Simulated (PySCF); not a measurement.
# MF₃ across group 15

Level: PBE0, basis family def2-TZVP, scalar-relativistic core potentials from Rb on and no relativity for lighter atoms.

Each entry is the lowest minimum that a search over a few typed start shapes (and spin states, where more than one is plausible) found, or that minimum re-optimised at the stated level; isomers with ligand–ligand bonds, or fragments after loss of a ligand pair, can lie lower. Open shells are unrestricted; no spin–orbit coupling; PySCF with density fitting.

```
molecule  2S+1  point group  mean bond to the central atom (Å)  lowest ω (cm⁻¹)  distinct angles (°)  dipole (D)  highest ω (cm⁻¹)
    AsF₃     ?            ?                                  ?                ?                    ?           ?                 ?
    SbF₃     1          C3v                              1.886              199                   95        3.77               668
    BiF₃     1          C3v                              1.987              172                   95        5.07               609
```

(1) Fill in the row of AsF₃.

## Answers

(1) 2S+1: 1; point group: C3v; mean bond to the central atom (Å): 1.715; lowest ω (cm⁻¹): 259; distinct angles (°): 96; dipole (D): 2.45; highest ω (cm⁻¹): 745.

The bond lengthens at every step; the largest change, 0.171 Å, falls between AsF₃ and SbF₃ among the members listed.

Spin–orbit coupling can matter for BiF₃.

Left out of the table are members whose search was unfinished or whose lowest solution was spin-contaminated, unstable, very soft or bonded differently.
